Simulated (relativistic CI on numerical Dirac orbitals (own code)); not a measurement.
# Yb4+: 4p photoemission

Computed with this model: Dirac-Coulomb-Breit CI, KLI orbitals optimised for each configuration, model QED (radiative potential, 1s self-energy scaled to tabulated hydrogen-like ionisation energies), valence Slater integrals scaled by 0.7, multiplet model of photoemission in the sudden approximation; configurations [Xe] 4f12 → [Ar] 3d10 4s2 4p5 4d10 4f12 5s2 5p6; 300 K; Lorentzian 1.75 eV and Gaussian 0.7 eV FWHM. Energies are those of the free ion, without screening or charge transfer. The energies are binding energies and can lie tens of eV above those of solids. S is read from ⟨S²⟩ = S(S + 1).

Computed curve for free ion, scaled to 100 at the maximum (points under 2 are left out and the grid is thinned):

```tsv
Energy (eV)	Intensity
401.8	2.0
402.4	2.4
403.0	2.8
403.6	3.3
404.2	4.0
404.6	4.6
405.2	5.8
405.8	7.5
406.4	10.3
407.0	14.9
407.6	23.7
408.2	41.4
408.8	72.2
409.2	91.4
409.8	100.0
410.4	90.1
411.0	67.8
411.6	51.6
412.2	42.4
412.8	36.8
413.4	31.1
414.0	27.1
414.4	27.3
415.0	32.7
415.6	41.3
416.2	43.9
416.8	36.5
417.4	25.4
418.0	15.8
418.6	10.2
419.0	8.0
419.6	5.7
420.2	4.3
420.8	3.4
421.4	2.8
422.0	2.3
457.0	2.1
457.6	2.6
458.0	3.0
458.6	3.7
459.2	4.9
459.8	6.7
460.4	9.7
461.0	15.3
461.6	26.7
462.2	46.8
462.8	64.6
463.2	69.3
463.8	71.6
464.4	57.3
465.0	33.9
465.6	20.4
466.2	14.6
466.8	10.8
467.4	7.3
467.8	5.7
468.4	4.2
469.0	3.2
469.6	2.6
470.2	2.1
```

The ground state has S = 0.99, and the centroid lies at 429.01 eV.
